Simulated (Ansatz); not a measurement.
BClH6OSi2 can be A, `B[SiH](Cl)O[SiH3]`, or B, `[SiH3][SiH2]OBCl`.

Gas-phase electronic energies from Ansatz, PBE0-D4/def2-TZVP geometries. CCSD(T)/CBS is the MP2 limit (def2-TZVPP, def2-QZVPP) plus CCSD(T) − MP2 in def2-TZVPP, frozen cores. Functionals use def2-TZVPP. B3LYP here is the variant with VWN-RPA as its local correlation; programs differ in this. One conformer a species, not always the lowest.

(1) Which is lower in electronic energy at CCSD(T)/CBS, and by how much? (Estimate.)

(2) Give E(B) − E(A) in kcal/mol with B3LYP, B3LYP-D4, PBE-D4, r2SCAN-D4, CCSD/def2-TZVPP, HF/def2-TZVPP, ωB97M-V. (An estimate is asked.)

Largest T1 diagnostic: 0.013.

## Answers

(1) Ansatz gave: B, by 10.2 kcal/mol.

(2) Ansatz gave: B3LYP -12.0, B3LYP-D4 -11.5, PBE-D4 -16.3, r2SCAN-D4 -13.0, CCSD/def2-TZVPP -10.4, HF/def2-TZVPP -5.5, ωB97M-V -11.1. None reverses the order clearly.

From PBE to PBE0 (25 % exact exchange), in def2-TZVPP and without D4, E(B) − E(A) moves by +2.2 kcal/mol. In def2-TZVPP, CCSD(T) changes the Hartree–Fock value by −6.2 kcal/mol (the triples alone add −1.2 kcal/mol) and MP2 by −4.9 kcal/mol.
